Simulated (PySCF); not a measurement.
**Computed structure and properties of [HfH3(H2O)]+**

System: [HfH3(H2O)]+ (singlet); start: template (Cs). Method: PySCF 2.14.0, RKS PBE0, Hf def2-SVP with ECP60, H def2-SVP, O def2-SVP; non-relativistic Hamiltonian with scalar-relativistic core potentials where named; density fitting; no spin-orbit coupling.

Input of the relaxation:

```python
mol = gto.M(atom='''
Hf     0.11065    -0.11065     0.11065
H      1.21915     0.99785     1.21915
H     -0.99785    -1.21915     1.21915
H      1.21915    -1.21915    -0.99785
O     -1.14795     1.14795    -1.14795
H     -1.48865     2.03305    -0.94415
H     -1.48865     0.94415    -2.03305''',
    basis={'Hf': 'def2-SVP', 'H': 'def2-SVP', 'O': 'def2-SVP'},
    ecp={'Hf': 'def2-SVP'},
    charge=1, spin=0)
mf = dft.RKS(mol, xc='PBE0')
mf.grids.atom_grid = (50, 194)
mf = mf.density_fit()  # fitting sets: Hf def2-universal-JKFIT, H def2-universal-JKFIT, O def2-universal-JKFIT
mf.conv_tol = 1e-08; mf.max_cycle = 55
mf.kernel(dm0)  # dm0: converged density of the start geometry
# quasi-Newton relaxation in Cartesian coordinates to a largest gradient under 0.00045 Eh/bohr, steps kept in the point group
```

Run from Python with OMP_NUM_THREADS=2; the lines above give its settings. Where DIIS fails, smearing, a level shift and second-order steps follow.
It took 18 s on 2 threads of Intel(R) Xeon(R) Platinum 8488C (Sapphire Rapids) (shared host), from the converged density of the start.

Course of the relaxation:

| step | energy above end (eV) | largest force component within the symmetry (eV/Å) |
| --- | --- | --- |
| 0 | 0.2344 | 0.797 |
| 1 | 0.0705 | 0.428 |
| 2 | 0.0057 | 0.145 |
| 3 | 0.0023 | 0.051 |
| 4 | 0.0010 | 0.039 |
| 5 | 0.0005 | 0.018 |
| 6 | 0.0002 | 0.013 |
| 7 | 0.0000 | 0.011 |
| 8 | 0.0000 | 0.009 |

Relaxed geometry (Cs):

```xyz
7

Hf    0.1377   -0.1023    0.1023
H     1.1725    0.9002    1.1902
H    -0.9089   -1.1417    1.1417
H     1.1725   -1.1902   -0.9002
O    -1.1566    1.1462   -1.1462
H    -1.4957    2.0342   -0.9277
H    -1.4957    0.9277   -2.0342
```

```json
{"contact": "Hf1–H2 (H)", "Å": "1.805"}
{"contact": "Hf1–H3 (H)", "Å": "1.804"}
{"contact": "Hf1–H4 (H)", "Å": "1.805"}
{"contact": "Hf1–O5 (H2O)", "Å": "2.189"}
```

On the finer grid (75, 302):

The HOMO is -13.32 eV and the LUMO is -7.26 eV. The dipole about the centre of mass is 7.04 D. The set of Mulliken populations of Hf1 outside the core potential is s 2.79, p 6.15, d 1.71, f 0.04. The D3(BJ) dispersion energy (not in the energies) is -0.074 eV.

```
atom  Mulliken (e)  Löwdin (e)  spin (e)
 Hf1          1.31        0.93      0.00
  H2         -0.19       -0.12      0.00
  H3         -0.20       -0.12      0.00
  H4         -0.19       -0.12      0.00
  O5         -0.30        0.08      0.00
  H6          0.29        0.18      0.00
  H7          0.29        0.18      0.00
```

On the grid (50, 194), as all that follows. Harmonic modes: a minimum; lowest 65 cm⁻¹ (negative: unstable), highest 3796 cm⁻¹, zero-point energy 1.165 eV.

Taking off one H (charge -1, singlet; the rest: singlet) in vacuum, both parts rigid, costs 16.37 eV; the small basis without counterpoise inflates it. Most of it is the attraction of opposite charges; other ways to part are cheaper, and one spin state was tried for the rest.

Rigid scan of H along the line from its metal:

(distance to H2 (Å), energy (eV)): (1.51, 0.847), (1.61, 0.330), (1.71, 0.073), (1.81, 0.000), (1.91, 0.057), (2.01, 0.205), (2.21, 0.661), (2.51, 1.500), (2.91, 2.566), (3.41, 3.607)

Taking off one H2O (charge 0, singlet; the rest: singlet) in vacuum, both parts rigid, costs 2.66 eV; the small basis without counterpoise inflates it.

Rigid scan of H2O along the line from its metal:

```csv
distance to O5 (Å),energy (eV)
1.89,0.741
1.99,0.276
2.09,0.058
2.19,0.000
2.29,0.043
2.39,0.146
2.59,0.435
2.89,0.895
3.29,1.390
3.79,1.796
```

One start shape was tried, so this needn't be the lowest isomer.
